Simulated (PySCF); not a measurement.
How do the members of this family differ from one of them?

PySCF, CAM-B3LYP/def2-SVPD, density fitting, gas phase; each molecule at its own PBE0-D3(BJ)/def2-SVP geometry, one conformer. Singlet excitations by full TDDFT with frozen cores, triplets by Tamm–Dancoff TDDFT and ionisation energies by ΔSCF, from the lowest of the holes tried. 

Torsions of the conformers computed, which needn't be the lowest (atom-mapped SMILES):
- `[CH3:1][NH:2][BH:3][S:4][CH3:5]`: C1–N2–B3–S4 -179°, N2–B3–S4–C5 -178°
- `[CH3:1][S:2][BH:3][NH:4][SiH3:5]`: C1–S2–B3–N4 178°, S2–B3–N4–Si5 176°
- `[CH3:1][S:2][BH:3][O:4][CH:5]([F:6])[F:7]`: C1–S2–B3–O4 0°, S2–B3–O4–C5 -178°, B3–O4–C5–F6 -134°
- `[CH3:1][S:2][BH:3][O:4][CH:5]([CH3:6])[CH3:7]`: C1–S2–B3–O4 -178°, S2–B3–O4–C5 -1°, B3–O4–C5–C6 -87°
- `[CH3:1][S:2][BH:3][CH:4]1[CH2:5][CH2:6][CH2:7]1`: C1–S2–B3–C4 3°, S2–B3–C4–C5 -174°
- `[CH3:1][S:2][BH:3][S:4][CH3:5]`: C1–S2–B3–S4 0°, S2–B3–S4–C5 179°
- `[CH2:1]=[CH:2][CH2:3][BH:4][S:5][CH3:6]`: C1–C2–C3–B4 -117°, C2–C3–B4–S5 135°, C3–B4–S5–C6 -1°

The conformers of `CSBC1CCCC1` aren't listed.

Reference: `CNBSC`, with HOMO energy -7.77 eV, LUMO energy 1.10 eV, lowest singlet excitation 5.73 eV, lowest triplet excitation 5.03 eV, mean polarisability 72.2 au and vertical ionisation energy 8.58 eV.

Changes against it:

```tsv
molecule	Δ HOMO energy (eV)	Δ LUMO energy (eV)	Δ lowest singlet excitation (eV)	Δ lowest triplet excitation (eV)	Δ mean polarisability (au)	Δ vertical ionisation energy (eV)
CSBC1CCC1	-0.99	-0.81	+0.09	-0.38	+21.3	+0.95
CSBC1CCCC1	-1.02	-0.71	+0.31	-0.33	+32.6	+0.99
CSBSC	-0.39	-0.73	-0.22	-0.64	+11.4	+0.35
C=CCBSC	-0.78	-0.80	-0.05	-0.74	+13.8	+0.78
```

Rows whose labels were lost:

```csv
row,Δ HOMO energy (eV),Δ LUMO energy (eV),Δ lowest singlet excitation (eV),Δ lowest triplet excitation (eV),Δ mean polarisability (au),Δ vertical ionisation energy (eV)
P,-0.66,-0.06,+0.51,+0.21,+17.8,+0.67
Q,-0.39,-0.25,+0.15,+0.04,+13.7,+0.36
R,-1.21,-0.65,+0.58,-0.04,-5.3,+1.33
```

Task: Which row belongs to which of `CSBN[SiH3]`, `CSBOC(F)F` and `CSBOC(C)C`?

Result: P = `CSBOC(C)C`, Q = `CSBN[SiH3]` and R = `CSBOC(F)F`. P and Q are told apart most clearly by the mean polarisability (+17.8 against +13.7 au); P and R are told apart most clearly by the mean polarisability (+17.8 against -5.3 au); Q and R are told apart most clearly by the mean polarisability (+13.7 against -5.3 au).
